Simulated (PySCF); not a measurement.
SMILES Cl[Si](Cl)(Cl)[SiH2][SiH2]c1ccccc1, GFN2-xTB optimised geometry.

```
21

Cl     0.38     0.33    -3.49
Si    -1.41    -0.62    -3.72
Cl    -2.83     0.73    -3.15
Cl    -1.67    -0.89    -5.72
Si    -1.51    -2.53    -2.39
Si    -1.41    -1.98    -0.12
C     -0.45    -0.36     0.00
C     -1.11     0.87     0.00
C     -0.40     2.05    -0.01
C      0.99     2.03    -0.01
C      1.66     0.82     0.00
C      0.94    -0.36     0.00
H     -0.40    -3.40    -2.81
H     -2.71    -3.28    -2.76
H     -0.73    -3.00     0.69
H     -2.74    -1.78     0.48
H     -2.19     0.89     0.00
H     -0.93     3.00    -0.01
H      1.54     2.96    -0.02
H      2.74     0.80     0.00
H      1.47    -1.30     0.00
```

Density from CAM-B3LYP/def2-SVP (PySCF) at that geometry.

Minimum of the electron density along straight lines between bonded atoms, close to the bond critical point (lines longer than 1.1 times the sum of covalent radii, or with two minima, are not listed):

```json
[
 {"bond": "Cl1–Si2", "length / Å": "2.041", "ρ at the minimum / e bohr⁻³": "0.097", "∇²ρ there / e bohr⁻⁵": "0.28", "position (fraction from the first atom)": "0.64"},
 {"bond": "Si2–Cl3", "length / Å": "2.039", "ρ at the minimum / e bohr⁻³": "0.096", "∇²ρ there / e bohr⁻⁵": "0.29", "position (fraction from the first atom)": "0.37"},
 {"bond": "Si2–Cl4", "length / Å": "2.029", "ρ at the minimum / e bohr⁻³": "0.098", "∇²ρ there / e bohr⁻⁵": "0.31", "position (fraction from the first atom)": "0.37"},
 {"bond": "Si2–Si5", "length / Å": "2.330", "ρ at the minimum / e bohr⁻³": "0.094", "∇²ρ there / e bohr⁻⁵": "?", "position (fraction from the first atom)": "0.66"},
 {"bond": "Si6–C7", "length / Å": "1.888", "ρ at the minimum / e bohr⁻³": "0.114", "∇²ρ there / e bohr⁻⁵": "0.34", "position (fraction from the first atom)": "0.38"},
 {"bond": "C7–C8", "length / Å": "1.392", "ρ at the minimum / e bohr⁻³": "0.309", "∇²ρ there / e bohr⁻⁵": "-0.78", "position (fraction from the first atom)": "0.50"},
 {"bond": "C8–C9", "length / Å": "1.383", "ρ at the minimum / e bohr⁻³": "0.316", "∇²ρ there / e bohr⁻⁵": "-0.83", "position (fraction from the first atom)": "0.50"},
 {"bond": "C9–C10", "length / Å": "1.385", "ρ at the minimum / e bohr⁻³": "0.315", "∇²ρ there / e bohr⁻⁵": "-0.82", "position (fraction from the first atom)": "0.50"},
 {"bond": "C10–C11", "length / Å": "1.385", "ρ at the minimum / e bohr⁻³": "0.315", "∇²ρ there / e bohr⁻⁵": "-0.82", "position (fraction from the first atom)": "0.50"},
 {"bond": "C7–C12", "length / Å": "1.392", "ρ at the minimum / e bohr⁻³": "0.309", "∇²ρ there / e bohr⁻⁵": "-0.78", "position (fraction from the first atom)": "0.50"},
 {"bond": "C11–C12", "length / Å": "1.382", "ρ at the minimum / e bohr⁻³": "0.316", "∇²ρ there / e bohr⁻⁵": "-0.83", "position (fraction from the first atom)": "0.50"},
 {"bond": "Si5–H13", "length / Å": "1.472", "ρ at the minimum / e bohr⁻³": "0.115", "∇²ρ there / e bohr⁻⁵": "0.32", "position (fraction from the first atom)": "0.49"},
 {"bond": "Si5–H14", "length / Å": "1.470", "ρ at the minimum / e bohr⁻³": "0.115", "∇²ρ there / e bohr⁻⁵": "0.32", "position (fraction from the first atom)": "0.49"},
 {"bond": "Si6–H15", "length / Å": "1.470", "ρ at the minimum / e bohr⁻³": "0.116", "∇²ρ there / e bohr⁻⁵": "0.33", "position (fraction from the first atom)": "0.49"},
 {"bond": "Si6–H16", "length / Å": "1.469", "ρ at the minimum / e bohr⁻³": "0.116", "∇²ρ there / e bohr⁻⁵": "0.33", "position (fraction from the first atom)": "0.49"},
 {"bond": "C8–H17", "length / Å": "1.081", "ρ at the minimum / e bohr⁻³": "0.285", "∇²ρ there / e bohr⁻⁵": "-1.10", "position (fraction from the first atom)": "0.63"},
 {"bond": "C9–H18", "length / Å": "1.081", "ρ at the minimum / e bohr⁻³": "0.284", "∇²ρ there / e bohr⁻⁵": "-1.09", "position (fraction from the first atom)": "0.63"},
 {"bond": "C10–H19", "length / Å": "1.080", "ρ at the minimum / e bohr⁻³": "0.284", "∇²ρ there / e bohr⁻⁵": "-1.10", "position (fraction from the first atom)": "0.63"},
 {"bond": "C11–H20", "length / Å": "1.081", "ρ at the minimum / e bohr⁻³": "0.284", "∇²ρ there / e bohr⁻⁵": "-1.09", "position (fraction from the first atom)": "0.63"},
 {"bond": "C12–H21", "length / Å": "1.081", "ρ at the minimum / e bohr⁻³": "0.284", "∇²ρ there / e bohr⁻⁵": "-1.08", "position (fraction from the first atom)": "0.63"}
]
```

Problem. Fill in the missing entries.

Solution. 
- Si2–Si5, ∇²ρ there / e bohr⁻⁵: -0.02
